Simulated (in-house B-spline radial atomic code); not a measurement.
Radial electron density of Mo⁸⁺, [Ar] 3d10 4s2 4p4. Computed with a B-spline radial code for spherical atoms: scalar-relativistic (X2C) r2SCAN0, spin-polarised, spherical fractional occupations, Fermi nucleus of rms radius 4.4091 fm.

Caution: exact exchange at fractional occupations of open shells leaves self-interaction of up to several eV.

One-electron X2C: radii and densities carry no picture-change correction, so inner-shell <1/r> comes out high (for 1s by about 2 % at Z = 33, 5 % at 54, 10 % at 75, 30 % at 118) and <r> low.

Columns: r (bohr), 4πr²n(r) (electrons per bohr), bar.

```
 0.00124    1.645 #
  0.0015    2.254 ##
 0.00182    3.092 ##
 0.00221    4.225 ###
 0.00267    5.691 ####
 0.00324    7.663 #####
 0.00392    10.18 #######
 0.00475     13.4 #########
 0.00576    17.42 ############
 0.00697    22.21 ###############
 0.00844    27.78 ###################
  0.0102    33.85 #######################
  0.0124    40.29 ###########################
   0.015    46.09 ###############################
  0.0182    50.69 ##################################
   0.022    53.13 ####################################
  0.0267       53 ####################################
  0.0323    50.52 ##################################
  0.0391       47 ################################
  0.0474    44.69 ##############################
  0.0574    45.94 ###############################
  0.0696    51.63 ###################################
  0.0843    59.62 ########################################
   0.102    65.21 ############################################
   0.124    63.79 ###########################################
    0.15    55.13 #####################################
   0.181    44.92 ##############################
    0.22    40.34 ###########################
   0.266    44.04 ##############################
   0.322    49.44 #################################
   0.391    47.37 ################################
   0.473    36.01 ########################
   0.573    21.94 ###############
   0.694    12.76 #########
   0.841    9.584 ######
    1.02     8.31 ######
    1.23    5.964 ####
    1.49    2.967 ##
    1.81    0.935 #
    2.19   0.1822 
    2.66  0.01894 
    3.22 0.001032 
     3.9 2.49e-05
```

On this grid the curve has 3 maxima, near 0.022, 0.102, 0.322 bohr.

The 4p down radial function P(r) = rR(r), positive near the nucleus:

```csv
r (bohr),P
0.0015,0.001254
0.00221,0.002455
0.00324,0.0048
0.00475,0.009396
0.00697,0.01833
0.0102,0.03508
0.015,0.06599
0.022,0.1185
0.0323,0.199
0.0474,0.2999
0.0696,0.3779
0.102,0.3357
0.15,0.06627
0.22,-0.3682
0.322,-0.5927
0.473,-0.1852
0.694,0.6581
1.02,1.102
1.49,0.7351
2.19,0.1997
3.22,0.01681
```
